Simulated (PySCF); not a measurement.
C2H6Cl2Hf, SMILES [CH3][Hf]([CH3])([Cl])[Cl], multiplicity 1. Atoms are numbered in the order given.

```xyz
11

Hf     0.0000     0.0000    -0.1135
Cl    -2.0375     0.0000     1.0682
Cl     2.0375     0.0000     1.0682
C      0.0000    -1.7052    -1.4790
H     -0.8933    -1.6846    -2.1297
H      0.8933    -1.6846    -2.1297
H      0.0000    -2.6703    -0.9413
C      0.0000     1.7052    -1.4790
H      0.0000     2.6703    -0.9413
H      0.8933     1.6846    -2.1297
H     -0.8933     1.6846    -2.1297
```
Charge 0, spin multiplicity 1.

The structure is a stationary point at PBE0-D3(BJ)/def2-SVP. The multiplicity is an assumed one; other spin states were not compared. The def2 effective core potentials stand for the cores of Hf; spin–orbit coupling is left out.

Computed with PBE0/def2-TZVP (PySCF).

Gas-phase values at a fixed geometry.

Estimate the frontier levels, gap, dipole moment and polarisability. (The exact figures need the calculation; the answer reports its results.)


```json
{
 "highest_occupied_level": "-8.15 eV",
 "lowest_empty_level": "-1.43 eV",
 "orbital_gap": "6.72 eV",
 "dipole_moment": "1.53 D",
 "quadrupole, principal values (traceless, Buckingham form, about the centre of nuclear charge)": "-5.72, 1.49, 4.23 D·Å",
 "mean_static_polarisability": "89.7 bohr³ (13.29 Å³)",
 "polarisability_principal_values": "88.3, 88.8, 91.9 bohr³"
}
```
